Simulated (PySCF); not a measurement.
**TDDFT excited states: C6H14N2Sn**

Species: Sn(vinyl)2(NHMe)2, C₆H₁₄N₂Sn.
Structure used (PBE0-D3(BJ)/def2-SVP), in Å, numbered top down from 1:
```
atom  x, y, z in Å
Sn1    0.3890   -0.0141    0.3039
C2     0.1408   -0.0989    2.4169
C3    -0.2108   -1.2442    3.0091
H4     0.2995    0.7995    3.0255
H5    -0.3746   -2.1609    2.4299
H6    -0.3480   -1.3188    4.0950
C7     2.3614   -0.0089   -0.4973
C8     2.8989    1.1231   -0.9616
H9     2.9405   -0.9396   -0.5347
H10    2.3475    2.0707   -0.9361
H11    3.9108    1.1554   -1.3845
N12   -0.4154    1.7533   -0.3385
C13   -0.7391    1.9584   -1.7311
H14   -1.1247    2.1335    0.2816
H15   -0.8338    3.0344   -1.9658
H16    0.0771    1.5770   -2.3671
H17   -1.6710    1.4663   -2.0787
N18   -0.5315   -1.7104   -0.3750
C19   -1.9688   -1.8430   -0.3214
H20   -0.1444   -2.0699   -1.2429
H21   -2.2769   -2.9009   -0.4107
H22   -2.3420   -1.4963    0.6568
H23   -2.5272   -1.2761   -1.0951
```

Level of theory: TDDFT CAM-B3LYP/def2-SVPD, vertical, gas phase, core orbitals frozen in the response, def2 core potentials past Kr (PySCF). Spin–orbit coupling is left out.

```csv
state,E (eV),λ (nm),ν̃ (cm⁻¹),f,symmetry,"main configurations (H = HOMO, L = LUMO)"
S1,5.14,241.4,41420,0.045,B,"H→L (71%), H→L+2 (18%)"
S2,5.59,222.0,45050,0.0003,–,"H-1→L (38%), H-1→L+2 (21%), H→L+1 (14%)"
S3,5.66,219.1,45640,0.0054,B,"H→L+2 (61%), H→L (24%)"
S4,5.82,212.9,46980,0.0010,–,"H→L+1 (70%), H-1→L (22%)"
S5,6.14,201.9,49520,0.034,B,"H-2→L (45%), H-4→L (24%), H-3→L+1 (9%)"
S6,6.26,198.1,50480,0.023,A,"H-1→L (34%), H-1→L+2 (30%), H→L+3 (16%)"
S7,6.36,194.8,51330,0.0065,A,"H-3→L (32%), H-4→L+1 (19%), H-2→L+1 (18%)"
S8,6.45,192.2,52040,0.051,B,"H→L+4 (60%), H-1→L+1 (11%), H→L+6 (8%)"
S9,6.53,190.0,52640,0.021,B,H-1→L+1 (70%)
S10,6.69,185.4,53950,0.015,A,"H→L+5 (52%), H→L+7 (16%), H-1→L+4 (14%)"
```

Triplets, Tamm–Dancoff:

```
state  E (eV)  λ (nm)   main configurations (H = HOMO, L = LUMO)
   T1    4.26   290.9    H-3→L (20%), H-2→L+1 (17%), H-2→L (13%)
   T2    4.26   290.9  H-2→L (24%), H-3→L+1 (16%), H-2→L+1 (11%)
   T3    4.66   266.0                     H→L (57%), H→L+2 (21%)
   T4    5.22   237.5    H-1→L (30%), H-1→L+2 (22%), H→L+1 (10%)
```

The lowest singlet comes at 241 nm (496 kJ/mol) in the ultraviolet; it is of moderate strength; its leading configuration is HOMO→LUMO (71%). The most intense listed level is S8 at 6.45 eV (192 nm, f = 0.051), 1.32 eV above S1. Löwdin shares by element: HOMO nitrogen 67%, carbon 13% or more (atoms not listed hold the other 20%); LUMO carbon 47% or more, tin 14% (atoms not listed hold the other 39%). Of the 10 states listed, 6 reach f = 0.01 and 1 stays under 0.0005. Orbital energies (eV): HOMO-3 -9.18, HOMO-2 -9.05, HOMO-1 -8.13, HOMO -7.44, LUMO 0.47, LUMO+1 1.00, LUMO+2 1.01. Symmetry labels in C2 follow from the direction of the transition dipole and are given only for states with f of 0.002 or more. Singlets were solved by full linear response, triplets in the Tamm–Dancoff approximation.

One conformer stands for the species.
